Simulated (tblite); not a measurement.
C3H11ClOSi3.
Numbering: `[SiH3:1][CH2:2][C@@H:3]1[CH2:4][SiH2:5][O:6][Si@@H:7]1[Cl:8]` (hydrogens: H9, H10, H11 on Si1; H12, H13 on C2; H14 on C3; H15, H16 on C4; H17, H18 on Si5; H19 on Si7)

The geometry is computed with GFN2-xTB (gas phase).

Q: Give the optimised bond lengths and angles.

A: 
```json
{"bond": "Si1–C2", "length (Å)": "1.900", "order": "single"}
{"bond": "C2–C3", "length (Å)": "1.529", "order": "single"}
{"bond": "C3–C4", "length (Å)": "1.545", "order": "single"}
{"bond": "C4–Si5", "length (Å)": "1.906", "order": "single"}
{"bond": "Si5–O6", "length (Å)": "1.648", "order": "single"}
{"bond": "O6–Si7", "length (Å)": "1.631", "order": "single"}
{"bond": "Si7–Cl8", "length (Å)": "2.000", "order": "single"}
{"bond": "C3–Si7", "length (Å)": "1.914", "order": "single"}
{"bond": "Si1–H9, Si1–H10, Si1–H11", "length (Å)": "1.465", "order": "single"}
{"bond": "C2–H12", "length (Å)": "1.093", "order": "single"}
{"bond": "C2–H13", "length (Å)": "1.095", "order": "single"}
{"bond": "C3–H14", "length (Å)": "1.097", "order": "single"}
{"bond": "C4–H15", "length (Å)": "1.094", "order": "single"}
{"bond": "C4–H16", "length (Å)": "1.090", "order": "single"}
{"bond": "Si5–H17", "length (Å)": "1.459", "order": "single"}
{"bond": "Si5–H18", "length (Å)": "1.456", "order": "single"}
{"bond": "Si7–H19", "length (Å)": "1.452", "order": "single"}
```

Bonds in one row agree within 0.01 Å and their mean is given. Orders are formal, as drawn. A selection of angles:
```json
{"angle": "Si1–C2–C3", "degrees": "114.0"}
{"angle": "C2–C3–C4", "degrees": "111.7"}
{"angle": "C2–C3–Si7", "degrees": "116.5"}
{"angle": "C4–C3–Si7", "degrees": "106.2"}
{"angle": "C3–C4–Si5", "degrees": "108.0"}
{"angle": "C4–Si5–O6", "degrees": "98.2"}
{"angle": "Si5–O6–Si7", "degrees": "119.7"}
{"angle": "O6–Si7–Cl8", "degrees": "108.9"}
{"angle": "C3–Si7–O6", "degrees": "99.1"}
{"angle": "C3–Si7–Cl8", "degrees": "113.0"}
```

Torsions: Si1–C2–C3–C4 -170° (antiperiplanar); C2–C3–C4–Si5 -158° (antiperiplanar); C3–C4–Si5–O6 24° (synperiplanar); C4–Si5–O6–Si7 -7° (synperiplanar); Si5–O6–Si7–Cl8 109° (anticlinal); C2–C3–Si7–O6 150°.

Of the pairs four or more bonds apart, Si7···H9 is among the closest relative to their van der Waals radii: 3.32 Å, 101 % of the sum of Bondi's values. Si5 (oxygen-bound silicon) is distorted tetrahedral (angles from 98.2° to 115.2°). Si1 (SiH3 silicon) is tetrahedral (angles from 108.8° to 110.5°). O6 (siloxane oxygen) is bent (angle 119.7°). Si7 (chlorine-bound silicon) is distorted tetrahedral (angles from 99.1° to 117.4°). The 5-membered ring C3–C4–Si5–O6–Si7 has internal angles of 98.2° to 119.7° (sum 531°, against 540° for a flat polygon); it is puckered, 0.15 Å rms from its mean plane, widest ring torsion 30°.

Point group: C1 (no symmetry element, even within 0.4 Å). Its GFN2-xTB frequencies are all real (lowest 49 cm⁻¹). The numbers are those of one conformer.

Hardware: an Arm Neoverse V1 with one thread, no GPU, shared host with 32 logical CPUs at a one-minute load of 19. Cost: 1.5 s wall. That covers the optimisation of the geometry.
